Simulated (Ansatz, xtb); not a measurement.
# C2H7AlB: where a starting geometry ends

The starting geometry of this gas-phase doublet was built from a drawn formula by distance geometry and a force field; its bonds are those of `B[C@H]([CH2])[AlH2]`.

```yaml
atoms:
  - { symbol: C, position_ang: [-2.1034, 0.4568, 1.2992] }
  - { symbol: C, position_ang: [-3.0885, 1.4476, 0.6498] }
  - { symbol: Al, position_ang: [-0.4894, 1.4795, 1.9586] }
  - { symbol: B, position_ang: [-1.6351, -0.6592, 0.3718] }
  - { symbol: H, position_ang: [-0.8815, -1.5182, 0.7680] }
  - { symbol: H, position_ang: [-2.0388, -0.7280, -0.7468] }
  - { symbol: H, position_ang: [-2.5532, 0.0266, 2.2347] }
  - { symbol: H, position_ang: [-4.0344, 0.9077, 0.3951] }
  - { symbol: H, position_ang: [-2.6587, 1.9077, -0.2325] }
  - { symbol: H, position_ang: [-0.4038, 3.0322, 1.7158] }
  - { symbol: H, position_ang: [0.6790, 0.7533, 2.7121] }
```

**Question.** Where would you expect an optimisation with r2SCAN-D4/def2-SVP to take it?

**Answer.** A new bond forms, giving a structure given below by its coordinates. Contacts that close: C2–Al3 (2.91 → 2.24 Å).

The energy falls by 1.45 eV over 22 steps:

```tsv
step	E − E(last) (eV)
1	1.448
3	1.037
6	0.735
8	0.442
10	0.246
13	0.049
15	0.029
17	0.005
20	0.001
22	0.000
```

Final geometry (Å):

```xyz
11

C    -2.3750    0.0365    1.1514
C    -2.9587    1.3076    0.9369
Al   -0.8298    1.4193    1.6099
B    -1.3337   -0.6387    0.2513
H    -0.8856   -1.7175    0.5582
H    -0.9675   -0.0809   -0.7622
H    -2.6642   -0.4544    2.0934
H    -3.7336    1.7071    1.6002
H    -2.8118    1.8285   -0.0188
H    -0.0765    2.2939    0.5359
H    -0.5715    1.4046    3.1696
```

From the same start GFN2-xTB reaches the same bonding as this run.

The end wasn't checked by frequencies. Open shells are spin-unrestricted. Run with Ansatz 0.2.0, 100 s on 2 threads of Intel(R) Xeon(R) Platinum 8488C (Sapphire Rapids) (shared host).
